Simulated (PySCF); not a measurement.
Job file and geometry (Å, from GFN2-xTB) of an NMR shielding run on SMILES C#C[C@@H]1C[C@]12C[C@H]2S[SiH3], C$_{7}$H$_{10}$SSi, GIAO PBE0/pcSseg-1 NMR shielding, non-relativistic, gas phase (PySCF); density fitting, a coarse starting grid and PySCF grid level 2 are the driver's defaults:

```
$ OMP_NUM_THREADS=1 python probes_run.py task.json out

{"job": {"kind": "nmr", "xc": "PBE0", "basis": "pcSseg-1"}, "charge": 0, "multiplicity": 1}
C     -3.888580     0.598102    -0.981987
C     -2.957763    -0.124517    -0.765429
C     -1.832783    -0.962981    -0.498930
C     -1.357314    -1.138208     0.936167
C     -0.566084    -0.340665    -0.019979
C      0.080963     0.988467    -0.054250
C      0.830425    -0.255002    -0.483454
S      2.140839    -0.912092     0.571711
Si     3.696110     0.484287     0.106328
H     -4.712513     1.217391    -1.174588
H     -1.752146    -1.820707    -1.158583
H     -0.985059    -2.108142     1.231631
H     -1.897017    -0.612158     1.710555
H     -0.211286     1.698482    -0.815736
H      0.355571     1.438830     0.889396
H      1.049783    -0.394347    -1.534927
H      3.957210     0.400604    -1.326488
H      3.232894     1.822446     0.456474
H      4.806946     0.029460     0.919790
```

**Question.** What does the program print?

**Answer.** 
```
coarse grid: 17056 points
cycle   1  E = -959.5652164836  dE =  1.435e+00  |g| = 3.984e-01  |ddm| = 4.263e+00
cycle   2  E = -959.5752268153  dE = -1.001e-02  |g| = 3.633e-01  |ddm| = 1.017e+00
cycle   3  E = -959.6098291391  dE = -3.460e-02  |g| = 5.095e-02  |ddm| = 4.883e-01
cycle   4  E = -959.6101419660  dE = -3.128e-04  |g| = 3.581e-02  |ddm| = 8.904e-02
cycle   5  E = -959.6104196602  dE = -2.777e-04  |g| = 1.290e-02  |ddm| = 3.623e-02
cycle   6  E = -959.6104572998  dE = -3.764e-05  |g| = 3.641e-03  |ddm| = 1.370e-02
cycle   7  E = -959.6104605230  dE = -3.223e-06  |g| = 7.588e-04  |ddm| = 3.812e-03
final grid: 155848 points
cycle   8  E = -959.6665542799  dE = -4.250e-05  |g| = 7.495e-03  |ddm| = 4.980e-02
cycle   9  E = -959.6665464461  dE =  7.834e-06  |g| = 9.256e-03  |ddm| = 1.876e-02
cycle  10  E = -959.6665682419  dE = -2.180e-05  |g| = 1.582e-03  |ddm| = 1.151e-02
cycle  11  E = -959.6665688332  dE = -5.913e-07  |g| = 4.327e-04  |ddm| = 1.645e-03
cycle  12  E = -959.6665688725  dE = -3.929e-08  |g| = 1.845e-04  |ddm| = 4.976e-04
cycle  13  E = -959.6665688806  dE = -8.123e-09  |g| = 3.918e-05  |ddm| = 2.011e-04
cycle  14  E = -959.6665688810  dE = -3.924e-10  |g| = 8.626e-06  |ddm| = 6.402e-05
converged SCF energy = -959.6665688810

GIAO shielding tensors (ppm)
atom      isotropic    diamagn.    paramagn.     s11        s22        s33       span
  0 C      114.077     257.552    -143.475     38.417     44.722    259.091    220.674
  1 C       97.046     254.933    -157.886     -5.684      1.503    295.320    301.004
  2 C      174.718     255.395     -80.677    147.424    165.506    211.224     63.800
  3 C      168.663     251.712     -83.049    140.747    167.417    197.825     57.078
  4 C      158.938     251.457     -92.519     96.531    179.593    200.690    104.159
  5 C      167.868     251.312     -83.444    131.820    167.651    204.134     72.313
  6 C      160.364     255.696     -95.332    129.424    149.323    202.345     72.921
  7 S      651.069    1058.496    -407.427    461.132    580.879    911.195    450.063
  8 Si     406.287     879.747    -473.459    360.648    400.347    457.867     97.219
  9 H       30.428      33.988      -3.560     24.628     25.110     41.547     16.919
 10 H       29.857      29.066       0.792     21.934     28.991     38.647     16.713
 11 H       30.235      30.985      -0.750     24.693     27.507     38.505     13.812
 12 H       30.598      30.634      -0.037     25.439     27.386     38.969     13.530
 13 H       30.145      32.482      -2.337     24.791     26.827     38.819     14.028
 14 H       30.918      32.612      -1.694     26.243     28.046     38.467     12.224
 15 H       29.386      33.862      -4.476     20.995     29.234     37.929     16.934
 16 H       27.055      28.793      -1.738     23.073     25.050     33.043      9.970
 17 H       27.044      29.266      -2.222     22.648     26.289     32.197      9.549
 18 H       27.234      28.388      -1.154     23.456     24.498     33.748     10.292
```

**Question.** Turn these shieldings into chemical shifts. Referencing at the same level of theory: ¹³C (σ = 186.93 ppm), ²⁹Si (σ = 349.16 ppm), ¹H (σ = 31.72 ppm) against TMS; ³³S (σ = 503.73 ppm) against CS2.

**Answer.** Averaging equivalent atoms: C 1: 89.9; C 0: 72.8; C 4: 28.0; C 6: 26.6; C 5: 19.1; C 3: 18.3; C 2: 12.2; S 7: -147; Si 8: -57.1; H 16/17/18: 4.61; H 15: 2.33; H 10: 1.86; H 13: 1.57; H 11: 1.48; H 9: 1.29; H 12: 1.12; H 14: 0.80 ppm. 

Size and cost of the density-fitted run: 217 basis functions, 81 s wall time on 1 thread of an Arm Neoverse N1, shared host; peak memory 1 GiB.
